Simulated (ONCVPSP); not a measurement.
# Sb, ONCV: configuration errors across variants

Sb, optimised norm-conserving Vanderbilt (ONCV), made with ONCVPSP 4.0.1 (PBEsol, scalar-relativistic). Core [Kr] 4d10, reference 5s2 5p3. Waves: 5s: rc 2.05 bohr, ncon 4, nbas 9, qcut 2.7 1/bohr, 2 projectors, debl 2.7 Ha; 5p: rc 1.75 bohr, ncon 4, nbas 7, qcut 5.2 1/bohr, 3 projectors, debl 2.9 Ha. Local part: polynomial inside 1.40 bohr (lpopt 5, dvloc0 0 Ha). Core correction: Teter function, fcfact 3, rcfact 1.55.

All-electron excitation energies from the reference (eV): (1) 5s2 5p2 8.344; (2) 5s2 5p1 24.357; (3) 5s2 5p0 48.802; (4) 5s2 5p2.5 3.273.

A true bound ghost makes a file unfit for plane-wave use even where its test errors are small: the radial tests pick states by their node count and pass the ghost by.

Errors AE − PS in meV (a dash: test not solved or not reliable):

| change | (1) | (2) | (3) | (4) | bound ghosts | GHOST(+) flags above zero |
| --- | --- | --- | --- | --- | --- | --- |
| base | -20 | -137 | -465 | -3.9 | p | s, p |
| s: debl 0.8 | -20 | -138 | -468 | -3.9 | s, p | p |
| s: debl 1.2 | -20 | -138 | -471 | -3.9 | s, p | p |
| s: debl 1.7 | -20 | -137 | – | -3.9 | p, s | p |
| s: debl 2.6 | -20 | -137 | -465 | -3.9 | p | s, p |
| s: debl 3.6 | -20 | -137 | -465 | -3.9 | p | s, p |
| s: debl 5.5 | -20 | -136 | -463 | -3.8 | p | s, p |

(1) Give the same row for: s: debl 0.5.

Answers

(1) -20, -138, -471, -3.9; bound ghosts: s, p; GHOST(+) flags above zero: p.
